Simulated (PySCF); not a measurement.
Working out the excitation energy of B

B [He] 2s2 2p1 (2P) → B [He] 2s1 2p1 3s1 (4P). Computed with PySCF 2.14 in aug-cc-pCVTZ-DK, with the spin-free X2C one-electron Hamiltonian (Gaussian nucleus). Frozen: nothing. Energies in hartree (1 hartree = 27.21139 eV):

```json
{"part": "UHF", "B (lower)": "-24.538927", "B (upper)": "-24.242070"}
{"part": "MP2 opposite-spin", "B (lower)": "-0.083248", "B (upper)": "-0.040862"}
{"part": "MP2 same-spin", "B (lower)": "-0.005406", "B (upper)": "-0.007810"}
```

Problem. What does Hartree-Fock give?

Solution. (-24.242070) − (-24.538927) = 0.296857 hartree = 8.078 eV.

Problem. What do MP2 and SCS-MP2 (6/5 opposite-spin, 1/3 same-spin) give?

Solution. The opposite-spin parts differ by 1.153 eV and the same-spin parts by -0.065 eV. MP2: 8.078 + (1.153) + (-0.065) = 9.166 eV. SCS-MP2: 8.078 + 1.2 × (1.153) + (-0.065)/3 = 9.440 eV.

The upper state lies above the first ionisation limit, but in LS coupling its spin forbids autoionisation to the ground ion. A Rydberg-like electron needs more diffuse functions than a valence basis has.
